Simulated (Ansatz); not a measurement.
Geometry optimisation, RHF/def2-mTZVP in Ansatz 0.2.0.

The input (input.yaml):

```yaml
crystal:
  periodic: [false, false, false]
  atoms:
    - { symbol: C, position_ang: [0.17759, 1.29761, -0.08005] }
    - { symbol: O, position_ang: [0.0832, 0.25785, 0.86509] }
    - { symbol: In, position_ang: [1.541, -0.17256, 2.12217] }
    - { symbol: F, position_ang: [3.09792, 0.9856, 1.79544] }
    - { symbol: H, position_ang: [-0.04277, 0.96576, -1.10568] }
    - { symbol: H, position_ang: [-0.53982, 2.07895, 0.18989] }
    - { symbol: H, position_ang: [1.18987, 1.7152, -0.0619] }
    - { symbol: H, position_ang: [1.45428, -1.3776, 3.29679] }
basis:
  gaussian: { orbitals: def2-mTZVP }
hamiltonian:
  xc: hf
relax:
  f_tol: 0.015
  max_steps: 40
```

Run as:

```bash
$ ansatz run input.yaml --threads 1 --pin off --max-ram 2048MiB --backend cpu --events-out ev --progress --plain --runs-dir out
```

Question: Where does it end, and by what steps?

Answer: It converged. The force dipped under the threshold on the way, but the program's further checks kept it going. After 6 steps the energy has fallen by 0.068 eV; H7 moved furthest, 0.15 Å.

```json
{"step": "0", "energy less start (eV)": "0.0000", "largest force component (eV/Å)": "0.614", "accepted": "yes"}
{"step": "1", "energy less start (eV)": "-0.0605", "largest force component (eV/Å)": "0.209", "accepted": "yes"}
{"step": "2", "energy less start (eV)": "-0.0664", "largest force component (eV/Å)": "0.110", "accepted": "yes"}
{"step": "3", "energy less start (eV)": "-0.0674", "largest force component (eV/Å)": "0.031", "accepted": "yes"}
{"step": "4", "energy less start (eV)": "-0.0677", "largest force component (eV/Å)": "0.010", "accepted": "yes"}
{"step": "5", "energy less start (eV)": "-0.0677", "largest force component (eV/Å)": "0.017", "accepted": "no"}
{"step": "6", "energy less start (eV)": "-0.0677", "largest force component (eV/Å)": "0.003", "accepted": "yes"}
```

```xyz
8
Properties=species:S:1:pos:R:3
C 0.172 1.327 -0.094
O 0.143 0.314 0.868
In 1.537 -0.202 2.139
F 3.116 0.914 1.881
H -0.069 0.915 -1.069
H -0.568 2.086 0.139
H 1.139 1.816 -0.168
H 1.492 -1.418 3.325
```

Time of the run: 27 s on 1 CPU thread of a shared host.
